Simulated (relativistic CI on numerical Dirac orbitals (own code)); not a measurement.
# Slater and spin-orbit integrals, Nd XXIII

Computed by Dirac-Coulomb-Breit CI, KLI orbitals optimised for each configuration, model QED (radiative potential, 1s self-energy scaled to tabulated hydrogen-like ionisation energies), unscaled Slater integrals (own radial code, finite nucleus).

Slater integrals F^k, G^k are unscaled and averaged over j, outside the closed core [Ar] 3d10; ζ comes from projecting the Hamiltonian with its Breit term on Σ l·s of the shell.

- 4s2 4p6 4d2: F^2(4d,4d) = 168220, F^4(4d,4d) = 114340, ζ(4d) = 17557 cm⁻¹; <r>(4d) = 0.6012, <r^2>(4d) = 0.4127 (bohr units).
- 4s2 4p5 4d3: ζ(4p) = 148010, F^2(4d,4d) = 168210, F^4(4d,4d) = 114340, F^2(4p,4d) = 171430, G^1(4p,4d) = 215320, G^3(4p,4d) = 137150, ζ(4d) = 17484 cm⁻¹; <r>(4p) = 0.5847, <r^2>(4p) = 0.3862, <r>(4d) = 0.6012, <r^2>(4d) = 0.4127 (bohr units).
- 4s2 4p6 4d 4f: ζ(4d) = 17561, F^2(4d,4f) = 166760, F^4(4d,4f) = 109360, G^1(4d,4f) = 182420, G^3(4d,4f) = 122860, G^5(4d,4f) = 89445, ζ(4f) = 2055.2 cm⁻¹; <r>(4d) = 0.6016, <r^2>(4d) = 0.4133, <r>(4f) = 0.5942, <r^2>(4f) = 0.4025 (bohr units).

Problem. Give the Racah parameters of the d shell in 4s2 4p6 4d2.

Solution. B = F²/49 − 5F⁴/441 = 2137 cm⁻¹ and C = 35F⁴/441 = 9075 cm⁻¹.

Averages of the first 10 configurations, taken without configuration mixing, which lowers the lowest level and can move excited configurations by several eV; other configurations of the list can lie among them:

```json
{"Configuration": "4s2 4p6 4d2", "Parity": "even", "States": "45", "Average energy above the lowest level (eV)": "11.3"}
{"Configuration": "4s2 4p5 4d3", "Parity": "odd", "States": "720", "Average energy above the lowest level (eV)": "133.0"}
{"Configuration": "4s2 4p6 4d 4f", "Parity": "odd", "States": "140", "Average energy above the lowest level (eV)": "143.8"}
{"Configuration": "4s 4p6 4d3", "Parity": "even", "States": "240", "Average energy above the lowest level (eV)": "224.9"}
{"Configuration": "4s2 4p5 4d2 4f", "Parity": "even", "States": "3780", "Average energy above the lowest level (eV)": "263.8"}
{"Configuration": "4s 4p6 4d2 4f", "Parity": "odd", "States": "1260", "Average energy above the lowest level (eV)": "355.9"}
{"Configuration": "4s2 4p6 4d 5s", "Parity": "even", "States": "20", "Average energy above the lowest level (eV)": "217.3"}
{"Configuration": "4s2 4p6 4d 5p", "Parity": "odd", "States": "60", "Average energy above the lowest level (eV)": "252.8"}
{"Configuration": "4s2 4p6 4f 5s", "Parity": "odd", "States": "28", "Average energy above the lowest level (eV)": "350.2"}
{"Configuration": "4s2 4p6 4d 5d", "Parity": "even", "States": "100", "Average energy above the lowest level (eV)": "304.8"}
```
